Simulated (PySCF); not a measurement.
Simulation results for ClGeH2O, CH8GeOSi, Ge2H5O2, GeH5O2Si and others

Calculation on a computer-drawn molecule: optimised geometry and harmonic frequencies of an isolated molecule of the commonest isotopes, restricted reference for singlets and unrestricted otherwise, frozen core in MP2; on germanium a core potential holds 10 electrons, which the energies leave out, and 3d is frozen in MP2 and coupled-cluster steps. Program: PySCF 2.14.0.

```yaml
- entry: 1
  formula: ClGeH2O
  start_structure:
    atoms_angstrom:
      - [O, -1.3915, -1.8922, 0.6064]
      - [Ge, -1.5496, -0.0013, 0.6627]
      - [Cl, -3.8742, 0.0901, 0.1201]
      - [H, -1.795, -2.1958, -0.2531]
      - [H, -0.9951, 0.4319, -1.1374]
  given:
    charge: -1
    multiplicity: 1
    method: HF
    basis: "aug-cc-pV(D+d)Z"
    basis_and_core_potential_on_germanium: "aug-cc-pVDZ-PP ECP10MDF"
    drawn_bonds_atom: [1, 2, 1, 2]
    drawn_bonds_other_atom: [2, 3, 4, 5]
    drawn_bonds_order: [1, 1, 1, 1]
  results:
    optimised_atom_element: [O, Ge, Cl, H, H]
    "optimised_atom_x [angstrom]": [-1.363, -1.493, -3.891, -1.729, -1.128]
    "optimised_atom_y [angstrom]": [-1.834, 0.0134, 0.1673, -2.192, 0.2777]
    "optimised_atom_z [angstrom]": [0.5325, 0.5983, 0.07938, -0.2588, -0.9526]
    "modes_frequency [cm^-1]": [155.7, 230.9, 332.3, 599.8, 696.7, 766.3, 961.2, 1795, 4181]
    "modes_reduced_mass [dalton]": [3.899, 25.12, 1.313, 11.68, 1.042, 1.039, 1.144, 1.022, 1.067]
    "rotational_constants [GHz]": [10.48, 3.012, 2.407]
    "total_energy [hartree]": -829.0237
    "convergence_status_largest_gradient_component [hartree/bohr]": 4.419e-06
- entry: 2
  formula: ClGeH2O
  start_structure:
    atoms_angstrom:
      - [O, -1.3632, -1.8339, 0.5325]
      - [Ge, -1.4935, 0.0134, 0.5983]
      - [Cl, -3.8914, 0.1673, 0.0794]
      - [H, -1.7294, -2.1918, -0.2588]
      - [H, -1.128, 0.2777, -0.9526]
  given:
    charge: -1
    multiplicity: 1
    method: MP2
    basis: "aug-cc-pV(D+d)Z"
    basis_and_core_potential_on_germanium: "aug-cc-pVDZ-PP ECP10MDF"
    drawn_bonds_atom: [1, 2, 1, 2]
    drawn_bonds_other_atom: [2, 3, 4, 5]
    drawn_bonds_order: [1, 1, 1, 1]
  results:
    optimised_atom_element: [O, Ge, Cl, H, H]
    "optimised_atom_x [angstrom]": [-1.368, -1.518, -3.889, -1.675, -1.156]
    "optimised_atom_y [angstrom]": [-1.872, 0.0301, 0.2097, -2.185, 0.2508]
    "optimised_atom_z [angstrom]": [0.5676, 0.6065, 0.08508, -0.2967, -0.9636]
    "modes_frequency [cm^-1]": [137.5, 251.2, 315.1, 544.3, 656.5, 700.8, 897.3, 1748, 3810]
    "modes_reduced_mass [dalton]": [4.125, 27.97, 1.289, 13.99, 1.037, 1.037, 1.127, 1.022, 1.066]
    "rotational_constants [GHz]": [10.15, 3.017, 2.396]
    "total_energy [hartree]": -829.4899
    "convergence_status_largest_gradient_component [hartree/bohr]": 1.088e-05
- entry: 3
  formula: CH8GeOSi
  start_structure:
    atoms_angstrom:
      - [O, 0.4117, -0.4183, -0.5973]
      - [Ge, -1.2684, 0.0791, -0.7099]
      - [C, -1.3992, 0.9405, -2.5246]
      - [Si, -0.2842, 2.4633, -2.6382]
      - [H, 0.6787, -0.8447, 0.2627]
      - [H, -2.1322, -1.2516, -0.6053]
      - [H, -1.6733, 0.9445, 0.3985]
      - [H, -1.1112, 0.215, -3.2751]
      - [H, -2.4043, 1.2533, -2.7417]
      - [H, -0.4775, 3.0588, -3.9606]
      - [H, -0.6328, 3.4504, -1.5954]
      - [H, 1.1371, 2.0583, -2.4625]
  given:
    charge: 0
    multiplicity: 1
    method: HF
    basis: "cc-pV(D+d)Z"
    basis_and_core_potential_on_germanium: "cc-pVDZ-PP ECP10MDF"
    drawn_bonds_atom: [1, 2, 3, 1, 2, 2, 3, 3, 4, 4, 4]
    drawn_bonds_other_atom: [2, 3, 4, 5, 6, 7, 8, 9, 10, 11, 12]
    drawn_bonds_order: [1, 1, 1, 1, 1, 1, 1, 1, 1, 1, 1]
  results:
    optimised_atom_element: [O, Ge, C, Si, H, H, H, H, H, H, H, H]
    "optimised_atom_x [angstrom]": [0.4073, -1.335, -1.439, -0.1768, 0.6385, -1.851, -2.087, -1.319, -2.448, -0.5688, -0.1525, 1.176]
    "optimised_atom_y [angstrom]": [-0.0483, -0.01688, 0.9622, 2.353, -0.4071, -1.457, 0.704, 0.2519, 1.38, 3.194, 3.217, 1.815]
    "optimised_atom_z [angstrom]": [-0.3893, -0.7803, -2.463, -2.67, 0.4546, -0.8988, 0.347, -3.287, -2.547, -3.829, -1.466, -2.921]
    "modes_frequency [cm^-1]": [46.02, 124.9, 160.8, 194.5, 249.0, 489.4, 536.3, 560.0, 712.1, 722.0, 747.8, 756.3, 834.5, 873.8, 954.6, 966.2, 1024, 1034, 1041, 1104, 1176, 1507, 2203, 2225, 2288, 2308, 2334, 3182, 3236, 4165]
    "modes_reduced_mass [dalton]": [2.66, 3.19, 1.148, 1.125, 3.929, 1.175, 2.007, 1.136, 1.3, 2.814, 1.918, 2.143, 1.359, 1.236, 1.138, 1.033, 1.067, 1.074, 1.033, 1.039, 1.467, 1.086, 1.024, 1.015, 1.046, 1.037, 1.036, 1.06, 1.102, 1.067]
    "rotational_constants [GHz]": [6.618, 1.855, 1.545]
    "total_energy [hartree]": -699.7251
    "convergence_status_largest_gradient_component [hartree/bohr]": 2.943e-05
- entry: 4
  formula: Ge2H5O2
  start_structure:
    atoms_angstrom:
      - [O, -1.4708, 2.4084, 0.5399]
      - [Ge, -1.8258, 0.7564, 0.3649]
      - [O, -0.6923, 0.0296, -0.6589]
      - [Ge, 0.7454, -0.8047, -1.1871]
      - [H, -1.221, 2.9379, -0.0871]
      - [H, -3.183, 0.6025, -0.4031]
      - [H, -1.8387, 0.0984, 1.738]
      - [H, 0.1624, -2.2677, -1.5103]
      - [H, 0.8216, -0.1813, -2.6993]
  given:
    charge: 0
    multiplicity: 2
    method: HF
    basis: cc-pVDZ
    basis_and_core_potential_on_germanium: "cc-pVDZ-PP ECP10MDF"
    drawn_bonds_atom: [1, 2, 3, 1, 2, 2, 4, 4]
    drawn_bonds_other_atom: [2, 3, 4, 5, 6, 7, 8, 9]
    drawn_bonds_order: [1, 1, 1, 1, 1, 1, 1, 1]
  results:
    optimised_atom_element: [O, Ge, O, Ge, H, H, H, H, H]
    "optimised_atom_x [angstrom]": [-1.062, -1.982, -1.141, 0.5219, -1.032, -3.354, -2.0, 1.132, 0.4164]
    "optimised_atom_y [angstrom]": [2.047, 0.6938, 0.08923, -0.4054, 2.827, 1.154, -0.3577, -1.115, -1.353]
    "optimised_atom_z [angstrom]": [0.8479, 0.1651, -1.26, -1.647, 0.3126, -0.3113, 1.264, -0.4212, -2.853]
    "modes_frequency [cm^-1]": [33.81, 81.45, 97.77, 235.2, 304.7, 464.0, 607.0, 694.4, 739.4, 746.6, 774.4, 867.7, 912.6, 934.7, 957.6, 990.0, 2150, 2183, 2269, 2290, 4156]
    "modes_reduced_mass [dalton]": [3.919, 1.194, 6.191, 1.433, 3.068, 5.542, 1.165, 1.158, 3.126, 1.279, 1.309, 1.418, 1.046, 1.109, 1.146, 2.204, 1.017, 1.025, 1.024, 1.016, 1.067]
    "rotational_constants [GHz]": [8.23, 1.05, 0.9654]
    "total_energy [hartree]": -739.4184
    spin_squared: 0.7542
    "convergence_status_largest_gradient_component [hartree/bohr]": 8.708e-06
- entry: 5
  formula: GeH5O2Si
  start_structure:
    atoms_angstrom:
      - [O, 1.217, 3.7075, -0.2248]
      - [Ge, 0.4215, 2.3511, 0.3633]
      - [O, -1.2319, 2.4113, -0.908]
      - [Si, -2.2605, 2.431, -1.9641]
      - [H, 1.2508, 4.6004, 0.0533]
      - [H, -0.4298, 2.4934, 1.5882]
      - [H, 1.0645, 1.1348, -0.2183]
      - [H, -2.7173, 3.766, -2.4482]
      - [H, -2.9191, 1.2256, -2.4338]
  given:
    charge: 1
    multiplicity: 1
    method: HF
    basis: "cc-pV(D+d)Z"
    basis_and_core_potential_on_germanium: "cc-pVDZ-PP ECP10MDF"
    drawn_bonds_atom: [1, 2, 3, 1, 2, 2, 4, 4]
    drawn_bonds_other_atom: [2, 3, 4, 5, 6, 7, 8, 9]
    drawn_bonds_order: [1, 1, 1, 1, 1, 1, 1, 1]
  results:
    optimised_atom_element: [O, Ge, O, Si, H, H, H, H, H]
    "optimised_atom_x [angstrom]": [0.4929, 0.2546, -1.23, -2.153, 1.205, -0.2749, 1.29, -1.959, -3.231]
    "optimised_atom_y [angstrom]": [3.91, 2.335, 1.91, 2.451, 4.468, 2.381, 1.305, 3.775, 1.585]
    "optimised_atom_z [angstrom]": [-0.4563, 0.2798, -0.7624, -1.881, -0.171, 1.693, -0.09947, -2.457, -2.338]
    "modes_frequency [cm^-1]": [28.83, 91.61, 121.9, 169.5, 292.4, 456.1, 640.8, 662.6, 755.8, 774.7, 810.7, 833.3, 921.0, 948.4, 1040, 1209, 2350, 2357, 2444, 2488, 4131]
    "modes_reduced_mass [dalton]": [1.22, 5.241, 1.125, 2.668, 6.678, 6.211, 1.166, 1.088, 1.397, 7.501, 1.186, 1.069, 1.126, 1.042, 1.058, 10.59, 1.014, 1.027, 1.027, 1.061, 1.068]
    "rotational_constants [GHz]": [8.679, 1.943, 1.622]
    "total_energy [hartree]": -734.7661
    "convergence_status_largest_gradient_component [hartree/bohr]": 2.55e-05
- entry: 6
  formula: ClGeH3OSi
  start_structure:
    atoms_angstrom:
      - [O, -0.6084, -0.4984, 0.1232]
      - [Ge, -1.989, -0.2413, 1.1631]
      - [Si, -0.3854, -0.3938, 2.946]
      - [Cl, -0.1007, 1.4805, 3.4831]
      - [H, -0.7745, -0.5303, -0.9318]
      - [H, -2.8024, 0.8808, 0.4649]
      - [H, -2.8615, -1.4528, 0.9066]
  given:
    charge: 0
    multiplicity: 1
    method: HF
    basis: "cc-pV(D+d)Z"
    basis_and_core_potential_on_germanium: "cc-pVDZ-PP ECP10MDF"
    drawn_bonds_atom: [1, 2, 3, 1, 2, 2]
    drawn_bonds_other_atom: [2, 3, 4, 5, 6, 7]
    drawn_bonds_order: [1, 1, 1, 1, 1, 1]
  results:
    optimised_atom_element: [O, Ge, Si, Cl, H, H, H]
    "optimised_atom_x [angstrom]": [-0.7125, -1.588, 0.155, -1.172, -1.249, -2.303, -2.653]
    "optimised_atom_y [angstrom]": [-0.7972, -0.1427, 0.2207, 0.9594, -0.9938, 1.158, -1.159]
    "optimised_atom_z [angstrom]": [-0.4437, 0.9774, 2.678, 4.147, -1.198, 0.5717, 1.423]
    "modes_frequency [cm^-1]": [42.06, 93.41, 175.1, 207.7, 374.3, 374.4, 502.6, 716.0, 716.1, 802.1, 939.7, 961.3, 2184, 2192, 4153]
    "modes_reduced_mass [dalton]": [6.955, 8.733, 13.92, 1.07, 2.247, 2.062, 26.54, 11.36, 1.081, 1.047, 1.042, 1.119, 1.024, 1.016, 1.067]
    "rotational_constants [GHz]": [7.541, 1.242, 1.081]
    "total_energy [hartree]": -1118.4480
    "convergence_status_largest_gradient_component [hartree/bohr]": 2.743e-05
- entry: 7
  formula: ClGeH3OSi
  start_structure:
    atoms_angstrom:
      - [O, -0.7125, -0.7972, -0.4437]
      - [Ge, -1.588, -0.1427, 0.9774]
      - [Si, 0.155, 0.2207, 2.6776]
      - [Cl, -1.1717, 0.9594, 4.1468]
      - [H, -1.249, -0.9938, -1.1982]
      - [H, -2.3029, 1.1575, 0.5717]
      - [H, -2.6527, -1.1593, 1.4235]
  given:
    charge: 0
    multiplicity: 1
    method: MP2
    basis: "cc-pV(D+d)Z"
    basis_and_core_potential_on_germanium: "cc-pVDZ-PP ECP10MDF"
    drawn_bonds_atom: [1, 2, 3, 1, 2, 2]
    drawn_bonds_other_atom: [2, 3, 4, 5, 6, 7]
    drawn_bonds_order: [1, 1, 1, 1, 1, 1]
  results:
    optimised_atom_element: [O, Ge, Si, Cl, H, H, H]
    "optimised_atom_x [angstrom]": [-0.6825, -1.555, 0.1685, -1.226, -1.308, -2.285, -2.634]
    "optimised_atom_y [angstrom]": [-0.8139, -0.1467, 0.2261, 0.9498, -0.9842, 1.164, -1.151]
    "optimised_atom_z [angstrom]": [-0.477, 0.9796, 2.7, 4.097, -1.197, 0.6006, 1.452]
    "modes_frequency [cm^-1]": [45.42, 81.44, 164.4, 202.4, 343.1, 360.6, 517.4, 671.7, 679.8, 756.1, 886.3, 939.5, 2124, 2126, 3846]
    "modes_reduced_mass [dalton]": [7.072, 8.628, 15.05, 1.066, 1.129, 23.39, 26.39, 1.08, 14.14, 1.048, 1.025, 1.111, 1.016, 1.024, 1.066]
    "rotational_constants [GHz]": [7.441, 1.262, 1.093]
    "total_energy [hartree]": -1118.9447
    "convergence_status_largest_gradient_component [hartree/bohr]": 7.054e-06
- entry: 8
  formula: GeH8OSi2
  start_structure:
    atoms_angstrom:
      - [O, -0.8062, 1.6301, -1.7526]
      - [Ge, 0.1809, 0.4426, -0.8033]
      - [Si, -1.237, 0.2469, 1.0575]
      - [Si, 2.4123, 1.0516, -0.913]
      - [H, -0.5687, 1.8532, -2.6347]
      - [H, 0.0231, -0.8605, -1.6727]
      - [H, -2.61, -0.1749, 0.7607]
      - [H, -0.666, -0.7204, 2.0012]
      - [H, -1.3004, 1.5667, 1.7973]
      - [H, 2.6366, 2.4074, -0.3038]
      - [H, 2.8819, 1.2148, -2.3337]
      - [H, 3.2481, 0.0944, -0.2434]
  given:
    charge: 0
    multiplicity: 1
    method: HF
    basis: "cc-pV(D+d)Z"
    basis_and_core_potential_on_germanium: "cc-pVDZ-PP ECP10MDF"
    drawn_bonds_atom: [1, 2, 2, 1, 2, 3, 3, 3, 4, 4, 4]
    drawn_bonds_other_atom: [2, 3, 4, 5, 6, 7, 8, 9, 10, 11, 12]
    drawn_bonds_order: [1, 1, 1, 1, 1, 1, 1, 1, 1, 1, 1]
  results:
    optimised_atom_element: [O, Ge, Si, Si, H, H, H, H, H, H, H, H]
    "optimised_atom_x [angstrom]": [-0.866, 0.04339, -1.131, 2.36, -0.6071, -0.04598, -2.538, -0.4743, -1.09, 2.49, 2.916, 3.138]
    "optimised_atom_y [angstrom]": [1.673, 0.4286, 0.2885, 1.086, 1.763, -0.9071, -0.1082, -0.728, 1.597, 2.342, 1.298, 0.01952]
    "optimised_atom_z [angstrom]": [-1.922, -0.9917, 1.1, -0.837, -2.828, -1.756, 0.8673, 1.957, 1.79, -0.06304, -2.196, -0.1613]
    "modes_frequency [cm^-1]": [87.0, 89.29, 95.39, 137.2, 155.5, 198.6, 337.0, 380.2, 469.3, 540.9, 565.9, 591.4, 704.8, 743.0, 798.2, 947.5, 967.2, 990.2, 1019, 1022, 1023, 1026, 2170, 2300, 2301, 2305, 2312, 2318, 2320, 4152]
    "modes_reduced_mass [dalton]": [1.03, 3.347, 1.192, 3.731, 5.019, 1.103, 7.868, 7.891, 1.06, 1.182, 1.188, 1.18, 10.67, 1.071, 1.062, 1.112, 1.121, 1.109, 1.036, 1.036, 1.036, 1.036, 1.02, 1.033, 1.046, 1.04, 1.041, 1.029, 1.051, 1.067]
    "rotational_constants [GHz]": [3.447, 1.699, 1.294]
    "total_energy [hartree]": -950.7885
    "convergence_status_largest_gradient_component [hartree/bohr]": 4.524e-05
```
